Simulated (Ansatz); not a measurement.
Ideal-gas functions of Cl2H2S2Sn, SMILES `[SH][Sn]([SH])([Cl])[Cl]` at 800 K and 1 bar, from an Ansatz frequency run at PBE0-D4/def2-TZVP.

Molar mass 255.77 g/mol, point group C2 (symmetry number 2), electronic degeneracy 1, moments of inertia 482.643, 497.678, 529.887 u Å². Harmonic wavenumbers (cm⁻¹, unscaled): 77, 88, 97, 116, 121, 123, 168, 345, 378, 384, 387, 714, 737, 2705, 2705.

Use S(trans) = R[1.5 ln M + 2.5 ln T − 1.1517]; rotational temperatures θ = 24.2544 K / I; S(rot) = R[ln(√π/σ · √(T³/θAθBθC)) + 1.5]; for each mode x = 1.438777 ν̃/T, S = R[x/(eˣ − 1) − ln(1 − e⁻ˣ)] and H = RT x/(eˣ − 1); 1 cm⁻¹ = 0.0119627 kJ/mol; R = 8.31446 J/(mol·K).

Question: By hand: the entropy, in J/(mol·K).

Answer: Translation 198.5. Rotation: θ = 0.0503, 0.0487, 0.0458 K, giving 132.6. Vibration, mode by mode: 24.76, 23.65, 22.84, 21.36, 21.01, 20.87, 18.30, 12.41, 11.68, 11.56, 11.49, 6.78, 6.55, 0.38, 0.38, in all 214.0. Electronic 0.0. Sum 545.1 J/(mol·K).

Question: By hand: H − E and G − E in kJ/mol, counted from the electronic energy.

Answer: Zero-point energy ½ × 9145 × 0.0119627 = 54.7; thermal vibration 67.6; translation, rotation and pV give 4 RT = 26.6. H − E = 148.9 kJ/mol, and G − E = 148.9 − 800 × 545.1/1000 = -287.2 kJ/mol.

Vibration gives 39 % of the entropy, 134.5 J/(mol·K) of it from the modes under 150 cm⁻¹: soft modes count most, and the harmonic formula is weakest for them. The sum counts one conformer and one mirror image; others add a mixing term.
